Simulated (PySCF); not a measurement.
These are B3LYP-D3(BJ)/def2-TZVP // PBE0-D4/def2-SVP (PySCF 2.14.0) values and carry that method's errors. Gas-phase values, no solvent. One relaxed conformer stands for a flexible species; it need not be the lowest. B3LYP has the VWN-RPA correlation part, as in Gaussian. Excitations are Tamm–Dancoff values on a coarser integration grid. The basis has no diffuse functions, so Rydberg states are missing or too high.

Reference species (SMILES): `C[O][Ge]([SH])([O]C)[O]C` (neutral, multiplicity 1).

```yaml
S1–T1 gap (TDA): 0.46 eV
HOMO: -7.49 eV
```

Changed species: `[SH][Ge]([SH])([SH])[SH]` (4 of 4 OCH3 replaced by SH; the reference has 1 of 4 OCH3 replaced by SH).

Question: What does the change do to the S1–T1 gap (TDA) and HOMO?

Answer: the S1–T1 gap (TDA) falls by 0.06 eV, to 0.40 eV; the HOMO rises by 0.13 eV, to -7.36 eV.
